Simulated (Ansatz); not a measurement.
Cost and result up the ladder for Li7H7 (the lowest singlet isomer of a short search) (14 atoms). The state is a singlet with charge 0. Geometry: PBE-D4/def2-TZVP.

```xyz
14

Li    2.1374   -0.9047    0.5886
Li   -1.3568    0.9380   -1.3927
Li   -0.0392   -1.1370    1.8173
Li    0.2029    1.2544    1.2620
Li    1.1963    0.8669   -1.5682
Li    0.6047   -1.5038   -1.3353
Li   -2.6882    0.4037    0.9286
H     1.3789    0.0348    1.8801
H    -0.1815   -0.1582   -2.2142
H     0.6079   -2.0277    0.4047
H    -2.9280    0.8095   -0.6676
H    -1.2552    0.1632    1.8402
H     2.2100   -0.5010   -1.1061
H     0.1109    1.7617   -0.4375
```

Ansatz on 4 threads of Arm Neoverse V1 on a shared host. Times are rough, and most runs start from the orbitals of an earlier one. ωB97M-V/def2-TZVP serves as the yardstick here, not as an exact answer. Differences are given only for rows in sets of like size (and for xTB, whose basis is part of the method), since another set adds its own error. Binding counts from free atoms at the same level (Li doublet, H doublet; other spins of the atoms weren't run), without zero-point energy or a counterpoise term.

LC-ωPBE has ω = 0.4 bohr⁻¹. B3LYP takes the VWN-RPA correlation. Correlated methods freeze no core orbitals; core or outer-core shells of Li are correlated, in sets that lack core-valence functions. The structure comes from a short search, and lower isomers may exist.

Correlated methods converge slowly with the basis.

```tsv
level	functions	wall time	binding energy per atom (eV)	difference from ωB97M-V/def2-TZVP (eV)
HF/6-31G	77	0.4 s	1.49	–
PBE-D4/def2-TZVP	140	1.2 s	2.01	-0.13
revPBE-D4/def2-TZVP	140	1.2 s	2.00	-0.15
PBE0-D4/def2-SVP	98	1.2 s	2.05	–
B3LYP-D4/6-31G	77	1.3 s	2.09	–
LC-ωPBE/def2-TZVP	140	1.4 s	2.02	-0.13
PBE0-D4/def2-TZVP	140	1.4 s	2.01	-0.14
CAM-B3LYP-D4/def2-TZVP	140	1.6 s	2.14	-0.01
PBE-D4/def2-TZVPD	182	2.4 s	2.03	-0.12
PBE0-D4/def2-TZVPD	182	2.5 s	2.02	-0.13
r2SCANh-D4/def2-TZVP	140	2.6 s	2.05	-0.10
r2SCAN-D4/def2-TZVP (with forces)	140	3.3 s	2.04	-0.10
ωB97M-V/def2-TZVP	140	6 s	2.15	0.00
CCSD(T)/def2-TZVPP	231	5.6 min	2.07	-0.08
```
